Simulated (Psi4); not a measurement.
methane (CH4), singlet, geometry from GFN2-xTB. Base run: R2SCAN/def2-SVP (Psi4).

The Psi4 input:
```
memory 2 GB

molecule mol {
0 1
  C     0.000000    0.000000    0.000000
  H     0.636597    0.627096    0.610389
  H    -0.628026   -0.606917    0.638995
  H     0.612857   -0.642402   -0.618713
  H    -0.621428    0.622223   -0.630670
}

set basis def2-svp
set reference rks

energy('r2scan')
print_variables()
```

Each row names what was changed in the base input (with any setting that the change needs).

| change | basis functions | E (Eh) |
|---|---|---|
| base | 34 | -40.45131 |
| basis = STO-3G | 9 | -40.00719 |
| basis = 3-21G | 17 | -40.26501 |
| basis = 6-31G* | 23 | -40.47892 |
| basis = pcseg-1 | 34 | -40.47348 |
| basis = 6-311G** | 42 | -40.49556 |
| basis = 6-311++G** | 50 | -40.49575 |
| basis = def2-SVPD | 52 | -40.45315 |
| basis = def2-TZVP | 55 | -40.49920 |
| basis = aug-cc-pVDZ | 59 | -40.48403 |
| basis = aug-pcseg-1 | 59 | -40.47423 |
| basis = cc-pVTZ | 86 | -40.50019 |
| basis = aug-cc-pVTZ | 138 | -40.50035 |

Totals compare only among sets that treat the same electrons; sets with core potentials leave the core out.
